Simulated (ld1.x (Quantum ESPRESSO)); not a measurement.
Debugging a pseudopotential input (rhenium, ld1.x (Quantum ESPRESSO) 7.5)

Command:

```bash
ld1.x < Re.in > Re.out
```

Input:

```
&input
   title='Re', zed=75., rel=1, dft='SCAN', iswitch=3,
   config='[Xe] 4f14 5d5 5f-2 6s2 6p0',
   nld=4, rlderiv=3.00, eminld=-2.0, emaxld=5.0, deld=0.02
 /
 &inputp
   pseudotype=2, tm=.false., rho0=0.005, lloc=0,
   nlcc=.true., new_core_ps=.true.,
   file_pseudopw='Re.UPF', file_wfcaegen='ae.wfc', file_wfcncgen='nc.wfc', file_beta='beta', file_chi='chi'
 /
4
6P  2  1   0.00   0.00  2.75  2.75  0.0
5D  3  2   5.00   0.00  2.50  2.50  0.0
5F  4  3  -2.00  -0.10  2.40  2.40  0.0
6S  1  0   2.00   0.00  2.30  2.30  0.0
 &test
   configts(1)='5d5 6s2 6p0'
 /
```

Output:

```
Program LD1 v.7.5

     WARNING: libxc functional with ID  263 depends
      on external parameters: check the user_guide of
      QE if you need to modify them or to check their
      default values.

 %%%%%%%%%%%%%%%%%%%%%%%%%%%%%%%%%%%%%%%%%%%%%%%%%%%%%%%%%%%%%%%%%%%%%%%%%%%%%%
     Error in routine ld1_setup (3):
     meta-GGA implemented only for all-electron case
 %%%%%%%%%%%%%%%%%%%%%%%%%%%%%%%%%%%%%%%%%%%%%%%%%%%%%%%%%%%%%%%%%%%%%%%%%%%%%%

     stopping ...
```

**Question.** This input was made by a single change from one that runs to its end. What was changed?

**Answer.** The change: functional typed as SCAN. The program refuses the input: "ld1_setup: meta-GGA implemented only for all-electron case".
